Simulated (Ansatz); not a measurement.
Calculated with Ansatz (gas phase, PBE0-D4/def2-TZVP geometries, no zero-point term in ΔE). CCSD(T)/CBS is the MP2 limit (def2-TZVPP, def2-QZVPP) plus CCSD(T) − MP2 in def2-TZVPP, frozen cores. This one scheme is used for every species. DFT in def2-TZVPP. B3LYP here is the variant with VWN-RPA as its local correlation; programs differ in this. Each species was taken in one conformer, which may not be the lowest.

`O=CS[SiH2]O` + H₂ → `O=CS[SiH3]` + H₂O  (hydrogenolysis of the Si–O bond)

```
             level  ΔE (kJ/mol)
           PBE0-D4         77.3
          B3LYP-D4         84.7
               PBE         74.4
            r2SCAN         87.8
     HF/def2-TZVPP         75.0
    MP2/def2-TZVPP         87.7
SCS-MP2/def2-TZVPP         84.4
SCS-MP2/def2-QZVPP         84.7
```

(1) What does CCSD(T)/CBS give? (Estimate.)

Largest T1 diagnostic among the species: 0.017.

## Answers

(1) Ansatz gave: +81.5 kJ/mol. The listed levels differ from it by -4.2, 3.2, -7.1, 6.3, -6.5, 6.2, 2.9, 3.2 kJ/mol.

The D4 term adds +6.5 kJ/mol with B3LYP and +3.5 kJ/mol with PBE0; it sums over pairs of atoms, weighted by their polarisabilities, and B3LYP, whose exchange is more repulsive, gets the larger term. In def2-TZVPP, CCSD(T) changes the Hartree–Fock value by +6.2 kJ/mol (the triples alone add +2.9 kJ/mol) and MP2 by +12.7 kJ/mol.
